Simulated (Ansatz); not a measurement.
Isolated molecules relaxed with PBE0-D4/def2-TZVP in Ansatz; ΔE leaves out vibrations. CBS: MP2 limit from def2 TZ/QZ plus the TZ coupled-cluster correction, frozen cores. This one scheme is used for every species. DFT in def2-TZVPP. B3LYP here is the variant with VWN-RPA as its local correlation; programs differ in this. One conformer a species, not always the lowest.

`[CH3][Al]([SH])[SH]` + H₂S → `[SH][Al]([SH])[SH]` + CH₄  (ligand exchange at the Al–C bond)

```tsv
level	ΔE (kcal/mol)
ωB97X-V	-26.2
r2SCAN	-27.3
B3LYP	-26.0
MP2/CBS(def2)	-27.9
```

What does CCSD(T)/CBS give? (An estimate is asked.)

Computed: -26.7 kcal/mol. The listed levels differ from it by 0.5, -0.6, 0.7, -1.2 kcal/mol.

Largest T1 diagnostic among the species: 0.011.
